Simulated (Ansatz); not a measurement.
`[O]=[Nb]([OH])([OH])[F]` and `[CH3][Nb](=[O])([OH])[OH]` differ in one atom or group.

Ansatz, PBE0-D4/def2-TZVP geometries, multiplicity 1. Each molecule was computed in one conformer, which needn't be the lowest.

Elements past krypton have def2 core potentials.

```
                                                                                  property  `[O]=[Nb]([OH])([OH])[F]`
                                                     HOMO energy (ωB97M-V/def2-TZVPP) / eV                     -12.21
                                                     HOMO–LUMO gap (B3LYP/def2-TZVPP) / eV                       8.06
                                            zero-point energy (PBE0-D4/def2-TZVP) / kJ/mol                       83.6
ideal-gas entropy at 298 K and 1 bar (rigid rotor, harmonic PBE0-D4/def2-TZVP) / J/(mol·K)                        344
                                                      HOMO–LUMO gap (PBE0/def2-TZVPP) / eV                       8.61
                                                   HOMO–LUMO gap (ωB97M-V/def2-TZVPP) / eV                      12.80
```

**Question.** What does the change do to each property? (Estimate.)

**Answer.** Computed: 
```tsv
property	`[CH3][Nb](=[O])([OH])[OH]`	shift
HOMO energy (ωB97M-V/def2-TZVPP) / eV	-10.44	1.77
HOMO–LUMO gap (B3LYP/def2-TZVPP) / eV	6.44	-1.62
zero-point energy (PBE0-D4/def2-TZVP) / kJ/mol	169.3	85.7
ideal-gas entropy at 298 K and 1 bar (rigid rotor, harmonic PBE0-D4/def2-TZVP) / J/(mol·K)	367	23
HOMO–LUMO gap (PBE0/def2-TZVPP) / eV	6.94	-1.67
HOMO–LUMO gap (ωB97M-V/def2-TZVPP) / eV	11.22	-1.58
```

The zero-point energy changes by 85.7 kJ/mol with +9 modes.

B3LYP here is the variant with VWN-RPA as its local correlation; programs differ in this.
